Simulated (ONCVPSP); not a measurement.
Building the ONCV potential for Hf (Z = 72) (PBE, scalar-relativistic).

The input file (ONCVPSP 4.0.1):

```
# ATOM AND REFERENCE CONFIGURATION
# atsym  z   nc   nv     iexc    psfile
  Hf 72.00   12    2        4      upf
#
#   n    l    f
    1    0    2.00
    2    0    2.00
    2    1    6.00
    3    0    2.00
    3    1    6.00
    3    2   10.00
    4    0    2.00
    4    1    6.00
    4    2   10.00
    4    3   14.00
    5    0    2.00
    5    1    6.00
    5    2    2.00
    6    0    1.00
#
# PSEUDOPOTENTIAL AND OPTIMIZATION
# lmax
    2
#
#   l,   rc,      ep,       ncon, nbas, qcut
    0    2.20    0.00    5    8    3.40
    1    2.05    0.23    4    7    3.60
    2    2.05    0.00    4    8    4.10
#
# LOCAL POTENTIAL
# lloc, lpopt,  rc(5),   dvloc0
    2    5    2.05    0.00
#
# VANDERBILT-KLEINMAN-BYLANDER PROJECTORs
# l, nproj, debl
    0    2    0.30
    1    1    1.50
    2    0    2.90
#
# MODEL CORE CHARGE
# icmod, fcfact, rcfact
    3    2.75    1.75
#
# LOG DERIVATIVE ANALYSIS
# epsh1, epsh2, depsh
   -2.00    5.00    0.02
#
# OUTPUT GRID
# rlmax, drl
    6.00    0.01
#
# TEST CONFIGURATIONS
# ncnf
    4
# nvcnf
#   n    l    f
    2
    5    2    2.00
    6    0    2.00
#
    2
    5    2    2.00
    6    0    0.00
#
    2
    5    2    1.00
    6    0    0.00
#
    2
    5    2    1.00
    6    0    2.00
#
```

Command:

```bash
oncvpsp.x < Hf.dat > Hf.out
```

The program printed (shortened: citation, most of the input echo, consistency checks and plot data are left out):

```
ONCVPSP  (Optimized Norm-Conservinng Vanderbilt PSeudopotential)
scalar-relativistic version 4.0.1

#   n    l    f        energy (Ha)
    1    0    2.00    -2.3995622E+03
    2    0    2.00    -4.1057774E+02
    2    1    6.00    -3.6051286E+02
    3    0    2.00    -9.3748349E+01
    3    1    6.00    -7.8794165E+01
    3    2   10.00    -6.1106355E+01
    4    0    2.00    -1.9090767E+01
    4    1    6.00    -1.4185769E+01
    4    2   10.00    -7.8497957E+00
    4    3   14.00    -8.7331243E-01
    5    0    2.00    -2.7173952E+00
    5    1    6.00    -1.5623782E+00
    5    2    2.00    -3.3833498E-01
    6    0    1.00    -4.0333574E-01

Reference configufation results
  iterations    38
  all-electron total energy (Ha)   -1.50779237D+04

Begin loop to  construct optimized pseudo wave functions
and semi-local pseudopoentials for all angular momenta

WARNING wellstate: negative energy specified for n= 7 l=  0
WARNING scattering state with energy  0.25000000
WARNING will be used for the first projector

   Wellstate for l =  0  n =  7
     eigenvalue =   0.2500
     asymptotic potential =   0.7500
     half-point radius =  5.3636

Calculating optimized projector #   1

 for l=   0

    Fraction of norm inside rc  0.159247
    Optimizing pswf for qcut=   3.39 a_B^-1,  ecut=   5.76 Ha

optimize: ERROR ps0norm > uunorm, code will stop
```

The run stopped because the continuity conditions at rc already need more norm inside rc than the all-electron wave has, so norm conservation cannot be met.

The run took about 0.46 s on one core of a shared server CPU.
